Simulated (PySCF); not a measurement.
Ca(F)2 anion (CaF2), SMILES [F][Ca][F] (connectivity only; charge and spin as stated), charge -1, multiplicity 2.

The structure is a stationary point at ωB97X-D3(BJ)/def2-TZVPD. The geometry has at least one imaginary mode, so it is a saddle point at that level. The multiplicity is an assumed one; other spin states were not compared. The isomer is the one that the SMILES or the coordinates give; other isomers of the formula were not compared.

Two levels are set side by side: PBE/def2-TZVPD (PySCF) and PBE0/def2-TZVPD (PySCF). Same geometry, gas phase. Differences are taken from unrounded values.

```
quantity                       PBE
---------------------------  -----
α-spin orbital gap (eV)       1.18
β-spin orbital gap (eV)       4.35
mean polarisability (bohr³)  331.5
```

Q: These are the PBE values. What does PBE0 give? (An estimate is asked for; the answer gives what the named calculation found.)

A: 
```tsv
quantity	PBE0	PBE minus PBE0
α-spin orbital gap (eV)	1.98	-0.80
β-spin orbital gap (eV)	6.80	-2.45
mean polarisability (bohr³)	360.6	-29.1
```

Rough cost on one machine, each run with all the roots and properties that it gave: PBE0 against PBE within a factor of 2.
